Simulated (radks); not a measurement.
Task: The table gives one normalised radial function P(r) = r R(r) of Bi3+ in [Xe] 4f14 5d9 6s2 6p1 (r in bohr). Calculated with a radial shooting solver on a logarithmic mesh with Libxc functionals: scalar-relativistic Kohn-Sham, LDA (Slater exchange, Perdew-Wang correlation), spin-polarised, spherical densities, finite nucleus; open shells are filled with parallel spins first (spin-orbit coupling, left out, can overturn this in heavy ions); Fermi nuclear charge, rms radius 5.5211 fm.

r	P
0.002511	0.0141
0.002923	0.0181
0.00343	0.0233
0.004025	0.0301
0.004686	0.0382
0.005499	0.0489
0.006453	0.0623
0.007573	0.0789
0.008816	0.0980
0.01035	0.1222
0.01214	0.1505
0.01425	0.1829
0.01659	0.2165
0.01946	0.2532
0.02284	0.2883
0.0268	0.3171
0.0312	0.3329
0.03662	0.3299
0.04297	0.2985
0.05003	0.2357
0.05871	0.1314
0.06889	-0.0086
0.08085	-0.1702
0.09412	-0.3191
0.1104	-0.4345
0.1296	-0.4659
0.1521	-0.3807
0.1771	-0.1855
0.2078	0.1078
0.2439	0.4155
0.2839	0.6272
0.3331	0.6733
0.3909	0.4917
0.4588	0.1090
0.5341	-0.3526
0.6268	-0.8129
0.7355	-1.1265
0.8631	-1.2270
1.005	-1.1327
1.179	-0.9002
1.384	-0.6211
1.624	-0.3716
1.89	-0.1984
2.218	-0.0872
2.603	-0.0318
3.031	-0.0100
3.557	-0.0023
4.174	-0.0004
4.898	-0.0001
5.702	0.0000
6.691	0.0000
7.852	0.0000
9.215	0.0000
10.73	0.0000
12.59	0.0000

Which n and l does it have? It may be an empty orbital.

Result: n = 5, l = 1: the number of nodes gives n - l - 1 = 3, the rise at small r (about r^(l+1), flatter next to the nucleus through relativity) gives l, and the extent must fit the shell. The curve is that of 5p down; the table hardly tells the two spins apart. 5p down: eigenvalue -129.62 eV, 3 radial nodes at r = 0.0683, 0.197, 0.476 bohr, <r> = 0.941 bohr, 90 % of the charge inside 1.35 bohr.
